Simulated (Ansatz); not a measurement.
`[OH][Ge][Br]` + NH₃ → `[NH2][Ge][Br]` + H₂O at 298.15 K and 1 bar (ligand exchange at a Ge–O bond).

Computed with Ansatz on PBE0-D4/def2-TZVP structures; ΔE is electronic, products minus reactants. CBS: MP2 limit from def2 TZ/QZ plus the TZ coupled-cluster correction, frozen cores. This one scheme is used for every species. For Br, Ge outer-core shells are correlated without core-valence functions, which leaves a few kJ/mol of doubt a bond. Scalar relativity is left out up to krypton. One conformer a species, not always the lowest.

```tsv
species	CCSD(T)/CBS energy (Eh)	H − E (kJ/mol)	S (J/(mol·K))
`[OH][Ge][Br]`	-4725.27533	51.5	304.5
NH₃	-56.50880	100.5	192.4
`[NH2][Ge][Br]`	-4705.39826	84.2	308.3
H₂O	-76.37941	66.4	188.7
```

H − E and S are ideal-gas, rigid-rotor, harmonic terms from PBE0-D4/def2-TZVP, for one conformer and one mirror image of each species. 1 Eh = 2625.50 kJ/mol, R = 8.31446 J/(mol·K).

Question: By hand: ΔE, ΔH, ΔS and ΔG.

Answer: ΔE = (-4705.39826) + (-76.37941) − (-4725.27533) − (-56.50880) = 0.00646 Eh = 17.0 kJ/mol. Δ(H − E) = 84.2 + 66.4 − 51.5 − 100.5 = -1.4, so ΔH = 15.6 kJ/mol. ΔS = 308.3 + 188.7 − 304.5 − 192.4 = 0.1 J/(mol·K). ΔG = 15.6 − 298.15 × (0.1)/1000 = 15.6 kJ/mol.

Question: By hand: the equilibrium constant, and the temperature at which ΔG would vanish if ΔH and ΔS stayed fixed.

Answer: log₁₀ K = −ΔG/(RT ln 10) = -2.7. ΔG = 0 at ΔH/ΔS = 156000 K, far beyond where these terms or the molecules hold.

The number of gas molecules stays the same, so ΔS is small and ΔH decides. A doubt of 5 kJ/mol in ΔE shifts log₁₀ K by 0.9 here. Other conformers and mirror images would add mixing entropy, several J/(mol·K) or more a flexible species. These are equilibria of isolated gas molecules and say nothing of rates. Largest T1 diagnostic: 0.013 (customary marks: 0.02 for closed shells, 0.045 for open ones).
